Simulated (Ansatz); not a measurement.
Geometry optimisation, RKS LDA/def2-SVP in Ansatz.

The input (input.yaml):

```yaml
crystal:
  periodic: [false, false, false]
  atoms:
    - { symbol: C, position_ang: [-0.98791, 1.68559, -0.55874] }
    - { symbol: Si, position_ang: [0.01246, 0.4714, 0.21925] }
    - { symbol: C, position_ang: [1.02335, -0.98445, 0.42721] }
    - { symbol: O, position_ang: [0.43419, -2.27368, 0.48899] }
    - { symbol: H, position_ang: [-0.65422, 2.12961, -1.48589] }
    - { symbol: H, position_ang: [-1.58228, 2.34603, 0.05576] }
    - { symbol: H, position_ang: [1.8166, -0.94559, 1.17293] }
    - { symbol: H, position_ang: [-0.06218, -2.42892, -0.31949] }
basis:
  gaussian: { orbitals: def2-SVP }
hamiltonian:
  xc: lda
relax:
  f_tol: 0.015
  max_steps: 40
output:
  orbitals: {}
```

Run as:

```bash
$ ansatz run input.yaml --threads 1 --pin off --max-ram 2048MiB --backend cpu --events-out ev --progress --plain --runs-dir out
```

Task: Where does it end, and by what steps?

Result: The run converged. After 22 steps the energy has fallen by 0.851 eV; H8 moved furthest, 1.58 Å.

```csv
step,energy less start (eV),largest force component (eV/Å),accepted
0,0.0000,2.313,yes
1,-0.2765,2.041,yes
2,-0.4005,1.615,yes
3,-0.5527,0.648,yes
4,-0.6036,0.697,yes
5,-0.6204,0.590,yes
6,-0.6425,0.279,yes
7,-0.6407,0.398,no
8,-0.6617,0.227,yes
9,-0.6720,0.218,yes
10,-0.6795,0.318,yes
11,-0.6935,0.342,yes
12,-0.7237,0.533,yes
13,-0.7584,0.588,yes
14,-0.7955,1.102,yes
15,-0.8131,0.896,yes
16,-0.8437,0.291,yes
17,-0.8494,0.134,yes
18,-0.8505,0.067,yes
19,-0.8507,0.035,yes
20,-0.8509,0.017,yes
21,-0.8509,0.021,no
22,-0.8509,0.004,yes
```

```xyz
8
Properties=species:S:1:pos:R:3
C -0.770 1.005 -0.334
Si -0.042 0.743 1.278
C 0.937 -0.716 0.605
O 0.326 -1.492 -0.232
H -0.280 0.779 -1.307
H -1.594 1.736 -0.450
H 1.922 -1.134 0.915
H -0.499 -0.921 -0.475
```

Whether the end is a true minimum wasn't checked by a vibrational analysis.

The run took 57 s on 1 thread of Arm Neoverse N1 (shared host), peak memory 0.14 GiB.
